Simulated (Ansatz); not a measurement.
Cost and result for the atomization energy of CH$_{3}$AlCl$_{2}$ (7 atoms, 7 bonds).

Z-matrix (Å, degrees):
```
Al
Cl 1 2.442
C 1 1.974 2 49.0
H 1 1.580 2 108.5 3 109.4
H 1 1.576 2 109.2 3 -109.1
Cl 3 1.743 1 122.7 2 -107.8
H 3 1.086 1 123.9 2 98.6
```

Total charge 0; spin multiplicity 1. The bonds changed during the relaxation, so this is another structure than the one it started from. The structure was optimised at the PBE0-D4/def2-TZVP level. Program: Ansatz. All runs use 2 threads of an Arm Neoverse V2 on a shared host. Times are those of one run each, without the atoms' runs, and a repeat can differ threefold. Electronic energies, without spin–orbit coupling; frozen cores. CCSD(T)/CBS adds CCSD(T) − MP2 in def2-TZVPP to the MP2 limit, and its time is that of the two runs behind it. T1 = 0.011. HSE06 is the plane-wave form, built on full-range PBE exchange.

CCSD(T)/CBS is a level of theory with its own doubt, some kJ/mol a heavy atom from the limit and from the frozen cores, so smaller differences don't rank the functionals.

```json
{"level": "LDA (SPW92)/def2-TZVPP", "functions": "199", "wall time": "1.2 s", "atomization (kcal/mol)": "547.5", "difference from CCSD(T)/CBS": "72.6", "per bond": "10.4"}
{"level": "CCSD(T)/def2-SVP", "functions": "83", "wall time": "1.6 s", "atomization (kcal/mol)": "441.1", "difference from CCSD(T)/CBS": "-33.8", "per bond": "-4.8"}
{"level": "revPBE-D4/def2-TZVPP", "functions": "199", "wall time": "1.9 s", "atomization (kcal/mol)": "472.3", "difference from CCSD(T)/CBS": "-2.6", "per bond": "-0.4"}
{"level": "BLYP-D4/def2-TZVPP", "functions": "199", "wall time": "2 s", "atomization (kcal/mol)": "468.4", "difference from CCSD(T)/CBS": "-6.5", "per bond": "-0.9"}
{"level": "PBE-D4/def2-TZVPP (with forces)", "functions": "199", "wall time": "2.4 s", "atomization (kcal/mol)": "483.7", "difference from CCSD(T)/CBS": "8.8", "per bond": "1.3"}
{"level": "BHLYP-D4/def2-TZVPP", "functions": "199", "wall time": "3.3 s", "atomization (kcal/mol)": "456.2", "difference from CCSD(T)/CBS": "-18.7", "per bond": "-2.7"}
{"level": "HSE06-D4/def2-TZVPP", "functions": "199", "wall time": "3.4 s", "atomization (kcal/mol)": "475.6", "difference from CCSD(T)/CBS": "0.7", "per bond": "0.1"}
{"level": "PBE-QIDH/def2-TZVPP", "functions": "199", "wall time": "5 s", "atomization (kcal/mol)": "471.9", "difference from CCSD(T)/CBS": "-3.0", "per bond": "-0.4"}
{"level": "r2SCANh-D4/def2-TZVPP", "functions": "199", "wall time": "6 s", "atomization (kcal/mol)": "475.3", "difference from CCSD(T)/CBS": "0.4", "per bond": "0.1"}
{"level": "ωB97M-V/def2-TZVPP (with forces)", "functions": "199", "wall time": "12 s", "atomization (kcal/mol)": "477.3", "difference from CCSD(T)/CBS": "2.4", "per bond": "0.3"}
{"level": "MP2/def2-QZVPP", "functions": "357", "wall time": "14 s", "atomization (kcal/mol)": "479.1", "difference from CCSD(T)/CBS": "4.2", "per bond": "0.6"}
{"level": "CCSD(T)/def2-TZVPP", "functions": "199", "wall time": "44 s", "atomization (kcal/mol)": "459.6", "difference from CCSD(T)/CBS": "-15.3", "per bond": "-2.2"}
{"level": "CCSD(T)/CBS(def2)", "functions": "–", "wall time": "58 s", "atomization (kcal/mol)": "474.9", "difference from CCSD(T)/CBS": "0.0", "per bond": "0.0"}
```

At CCSD(T), def2-SVP lies −33.8 kcal/mol from the extrapolated value and def2-TZVPP −15.3 kcal/mol: correlation converges slowly with the basis, and small sets miss more of it in the bonded molecule than in its fragments. From BLYP to BHLYP (50 % exact exchange), in def2-TZVPP and without D4, the atomization energy moves by −8.6 kcal/mol: exact exchange takes away binding that semilocal exchange gives to molecules. In def2-TZVPP, CCSD(T) changes the Hartree–Fock value by +123.8 kcal/mol (the triples alone add +9.8 kcal/mol) and MP2 by +134.3 kcal/mol; breaking electron pairs costs correlation energy, which Hartree–Fock lacks.
